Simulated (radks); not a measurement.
Results of a calculation; reference values are marked as such.
Effect of the nuclear size on the phosphorus ion P13+, [He]. Code: a radial shooting solver on a logarithmic mesh with Libxc functionals. Model: Dirac Kohn-Sham, PBE, spin-unpolarised, spherical densities, finite nucleus; Fermi nuclear charge, rms radius 3.1889 fm. The rms radius is varied about that value; shifts are against it.

| rms radius (fm) | total energy shift (eV) | density at nucleus (e/bohr^3) | 1s1/2 shift (meV) |
|---|---|---|---|
| 2.6277 | -0.00223 | 2251 | -1.03 |
| 3.0295 | -0.000677 | 2246 | -0.312 |
| 3.1889 | 0 | 2244 | 0.000 |
| 3.5014 | 0.00143 | 2241 | 0.657 |
| 3.8362 | 0.00310 | 2238 | 1.43 |

Slopes of the eigenvalues against <r^2> in GHz/fm^2, as finite differences over the two radii next to the reference (eigenvalue slopes, not the field-shift constants of lines): 1s1/2 76.0.
